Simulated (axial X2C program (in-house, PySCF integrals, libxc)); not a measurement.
**Which functional? An output for TeH**

An SCF output computed with an axial X2C code built on PySCF integrals for TeH at 1.665 Å, two-component, state Ω = 3/2, Te dyall-cv3z [11s12p8d4f1g], H dyall-v3z [6s2p1d] (cores contracted in-house), without its first line:

```
basis functions 141  fitting functions 725  grid points 5074
iter        total energy     max residual
   1      -6791.146888312     5.22e-01
   2      -6791.204667603     1.85e-03
   3      -6791.204692923     1.25e-03
   4      -6791.204706600     2.34e-04
   5      -6791.204706988     6.43e-05
   6      -6791.204707050     2.46e-05
   7      -6791.204707055     1.93e-06
   8      -6791.204707055     1.02e-06
converged
one-electron -9346.68238762  Coulomb 2720.55811108  exact exchange -43.75153543  xc functional -133.81118333  nuclear repulsion 16.52685584  atomic mean-field constant -4.04456759
```

**Question.** Which level of theory produced it?
A. B97-3
B. HF
C. PBE0

**Answer.** C. The exact-exchange term against the functional term shows a share of 0.25 of exact exchange.
